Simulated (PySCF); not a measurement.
**Computed spin Hamiltonian**

C₅H₅O₃ (doublet state).
Z-matrix (Å and degrees, GFN2-xTB geometry), rows numbered from 1:
```
O 
C   1  1.1971
O   2  1.3377  1  123.99
C   2  1.5372  1  125.44  3  -174.05
C   4  1.4966  2  104.54  1    89.11
C   5  1.3807  4  106.48  2  -111.90
C   6  1.3759  5  107.99  4    -3.41
O   7  1.3574  6  112.08  5    -0.07
H   3  0.9712  2  110.39  1    -0.86
H   4  1.0974  2  108.89  1  -146.31
H   5  1.0689  4  123.81  2    64.09
H   6  1.0717  5  126.51  4   177.87
H   7  1.0709  6  131.40  5  -179.33
```

The hyperfine couplings belong to this conformer and change with its torsions.

Identity: `C(=O)(O)[C@H]1OC=C[CH]1` [radical].

Method: UKS B3LYP, pcH-1 on C H O, non-relativistic, mean-field spin-orbit, GIAO in PySCF. One conformer (not necessarily the lowest) at the GFN2-xTB geometry, without solvent, vibrations or thermal averaging. Couplings are sensitive to structure, and on GFN2-xTB geometries they can be far from those on DFT ones. Stability of the SCF solution: not tested.

```
g1, g2, g3        : 2.00233, 2.00352, 2.00400
g_iso             : 2.00328
Form of g         : rhombic: the two nearest values differ by 29 % of g3 − g1
⟨S²⟩              : 0.7701 (exact 0.7500)
α and β electrons : 30, 29
```

Isotropic coupling and dipolar principal values T1 to T3, in 10⁻⁴ cm⁻¹; ρ(0) is the spin density at the nucleus (1 × 10⁻⁴ cm⁻¹ = 2.998 MHz):

```json
{"atom": "O1", "isotope": "17O", "a_iso": "-0.4", "T1": "-2.4", "T2": "0.9", "T3": "1.5", "Mulliken spin population": "0.01", "ρ(0) (bohr⁻³)": "0.0019"}
{"atom": "C2", "isotope": "13C", "a_iso": "29.6", "T1": "-1.8", "T2": "-1.6", "T3": "3.4", "Mulliken spin population": "0.04", "ρ(0) (bohr⁻³)": "0.0790"}
{"atom": "O3", "isotope": "17O", "a_iso": "-1.8", "T1": "-0.7", "T2": "0.2", "T3": "0.5", "Mulliken spin population": "0.00", "ρ(0) (bohr⁻³)": "0.0087"}
{"atom": "C4", "isotope": "13C", "a_iso": "-9.5", "T1": "-0.3", "T2": "0.0", "T3": "0.3", "Mulliken spin population": "-0.06", "ρ(0) (bohr⁻³)": "-0.0254"}
{"atom": "C5", "isotope": "13C", "a_iso": "17.5", "T1": "-16.2", "T2": "-15.5", "T3": "31.7", "Mulliken spin population": "0.60", "ρ(0) (bohr⁻³)": "0.0467"}
{"atom": "C6", "isotope": "13C", "a_iso": "-13.2", "T1": "-7.4", "T2": "3.4", "T3": "4.0", "Mulliken spin population": "-0.20", "ρ(0) (bohr⁻³)": "-0.0352"}
{"atom": "C7", "isotope": "13C", "a_iso": "15.6", "T1": "-15.3", "T2": "-14.7", "T3": "30.0", "Mulliken spin population": "0.52", "ρ(0) (bohr⁻³)": "0.0416"}
{"atom": "O8", "isotope": "17O", "a_iso": "-4.8", "T1": "-14.6", "T2": "6.9", "T3": "7.7", "Mulliken spin population": "0.09", "ρ(0) (bohr⁻³)": "0.0235"}
{"atom": "H9", "isotope": "1H", "a_iso": "1.1", "T1": "-0.5", "T2": "-0.3", "T3": "0.8", "Mulliken spin population": "0.00", "ρ(0) (bohr⁻³)": "0.0008"}
{"atom": "H10", "isotope": "1H", "a_iso": "33.6", "T1": "-1.1", "T2": "-0.4", "T3": "1.5", "Mulliken spin population": "0.05", "ρ(0) (bohr⁻³)": "0.0225"}
{"atom": "H11", "isotope": "1H", "a_iso": "-13.6", "T1": "-7.9", "T2": "0.0", "T3": "7.9", "Mulliken spin population": "-0.03", "ρ(0) (bohr⁻³)": "-0.0091"}
{"atom": "H12", "isotope": "1H", "a_iso": "2.6", "T1": "-1.4", "T2": "0.0", "T3": "1.4", "Mulliken spin population": "0.01", "ρ(0) (bohr⁻³)": "0.0018"}
{"atom": "H13", "isotope": "1H", "a_iso": "-13.2", "T1": "-7.4", "T2": "-0.3", "T3": "7.7", "Mulliken spin population": "-0.03", "ρ(0) (bohr⁻³)": "-0.0088"}
```

The Mulliken spin populations are largest on C5 (+0.60), C7 (+0.52), C6 (-0.20) and O8 (+0.09). The positive populations add up to 1.31 and the negative ones to -0.31, together 2S = 1. The angles at C5 add up to 359.9°, so it is planar.

C5, the radical centre as drawn in `O=C(O)[C@@H]1[CH]C=CO1`, holds a spin population of +0.60 out of 1.

Axes: g2 points within 4° of the C6–H12 bond and g3 points within 13° of the C7–H13 bond.

Under fast tumbling the dipolar parts average out, and these isotropic splittings remain: 1 × 1H (H10, I = 1/2, 2 lines) with 3.59 mT, 1 × 1H (H11, I = 1/2, 2 lines) with 1.45 mT, 1 × 1H (H13, I = 1/2, 2 lines) with 1.41 mT, 1 × 1H (H12, I = 1/2, 2 lines) with 0.28 mT and 1 × 1H (H9, I = 1/2, 2 lines) with 0.12 mT.

The 17O coupling of O8 (-14.2 MHz) shows only in satellite lines or after enrichment, since that isotope makes up about 0.038 % of natural oxygen.

The 13C coupling of C2 (88.8 MHz) shows only in satellite lines or after enrichment, since that isotope makes up about 1.07 % of natural carbon.

The spin density at the nucleus, in bohr⁻³, is negative for C6 (-0.0352), C4 (-0.0254) and H11 (-0.0091), for instance. A restricted open-shell determinant has no negative spin density anywhere; here it arises because α and β orbitals differ (spin polarisation).

Hardware: Arm Neoverse V2, one thread (shared host). Cost: 42 s.
